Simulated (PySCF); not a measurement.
## Electron correlation in Ga⁺ (gallium, charge +1)

[Ar] 3d10 4s1 4p1, high-spin 3P determinant (an excited configuration). Computed with PySCF 2.14 in x2c-TZVPPall with one added diffuse shell each of s, p, d type (7s6p5d1f, 57 functions), with scalar relativity by spin-free X2C-1e. Frozen: [Ne]; 20 electrons correlated.

```csv
level,correlation energy (mhartree)
CCSD,-266.40
(T),-6.70
CCSD(T),-273.10
```

Diagnostics: T1 = 0.0090, D1 = 0.0192, largest double amplitude 0.025.

Cost of the coupled-cluster step: about 19 core-seconds, for 20 correlated electrons.

This basis was not built for core-valence correlation, so the inner-shell part is incomplete.
